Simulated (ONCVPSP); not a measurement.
**PBE ONCV dataset for silver (Ag), scalar-relativistic all-electron reference.**

Ag (Z = 47), optimised norm-conserving Vanderbilt (ONCV), made with ONCVPSP 4.0.1 (PBE, scalar-relativistic). Core [Ar] 3d10, reference 4s2 4p6 4d10 5s0.75 (charge +0.25). Waves: 4s+5s: rc 1.30 bohr, ncon 3, nbas 7, qcut 7.4 1/bohr, 2 projectors; 4p: rc 1.00 bohr, ncon 4, nbas 8, qcut 6.6 1/bohr, 1 projector; 4d: rc 1.30 bohr, ncon 4, nbas 7, qcut 7.6 1/bohr, 2 projectors, debl 3.3 Ha. Local part: polynomial inside 0.75 bohr (lpopt 5, dvloc0 0 Ha). Core correction: polynomial model core, fcfact 0.15.

All-electron outer shells of the reference configuration (PBE, scalar-relativistic, ld1.x):

```csv
shell,level (eV),outermost node (bohr),outermost maximum (bohr)
3d,-360.36,–,0.27
4s,-96.97,0.44,0.82
4p,-60.49,0.44,0.88
4d,-9.36,0.43,1.04
5s,-6.02,1.11,2.46
```

What the tests gave:

```
Cutoffs needed             : 181 Ha and 212 Ha (the cutoffs (Ha) at which the residual kinetic energy of the hardest occupied pseudo-wave falls to 1 and 0.1 mHa per electron)
Ghost test                 : no bound ghost flagged; GHOST(+) flagged for s at 25.6 eV
Largest excitation error   : +75 meV (all-electron minus pseudo) for 4s2 4p6 4d9 5s1 5p1, out of 4 test configurations
rms error of d²Exc/dni dnj : 2.74 mHa without and 1.36 mHa with the model core
```

Generation and tests took about 3.3 s on one core of a shared server CPU.
